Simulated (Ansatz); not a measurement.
Ideal-gas functions of CH₂F₂SSi, SMILES `F[C@H]1S[Si@@H]1F` at 298.15 K and 1 bar, from an Ansatz frequency run at PBE0-D4/def2-TZVP.

Molar mass 112.18 g/mol, point group C1 (symmetry number 1), electronic degeneracy 1, moments of inertia 99.224, 207.709, 275.13 u Å². Harmonic wavenumbers (cm⁻¹, unscaled): 180, 216, 289, 361, 533, 616, 640, 770, 819, 935, 1002, 1129, 1321, 2309, 3157.

Use S(trans) = R[1.5 ln M + 2.5 ln T − 1.1517]; rotational temperatures θ = 24.2544 K / I; S(rot) = R[ln(√π/σ · √(T³/θAθBθC)) + 1.5]; for each mode x = 1.438777 ν̃/T, S = R[x/(eˣ − 1) − ln(1 − e⁻ˣ)] and H = RT x/(eˣ − 1); 1 cm⁻¹ = 0.0119627 kJ/mol; R = 8.31446 J/(mol·K).

**Question.** By hand: the entropy, in J/(mol·K).

**Answer.** Translation 167.7. Rotation: θ = 0.2444, 0.1168, 0.0882 K, giving 113.2. Vibration, mode by mode: 9.74, 8.34, 6.19, 4.68, 2.43, 1.77, 1.61, 0.98, 0.80, 0.51, 0.39, 0.23, 0.10, 0.00, 0.00, in all 37.8. Electronic 0.0. Sum 318.7 J/(mol·K).

**Question.** By hand: H − E and G − E in kJ/mol, counted from the electronic energy.

**Answer.** Zero-point energy ½ × 14277 × 0.0119627 = 85.4; thermal vibration 7.0; translation, rotation and pV give 4 RT = 9.9. H − E = 102.3 kJ/mol, and G − E = 102.3 − 298.15 × 318.7/1000 = 7.3 kJ/mol.

Vibration gives 12 % of the entropy. The sum counts one conformer and one mirror image; others add a mixing term.
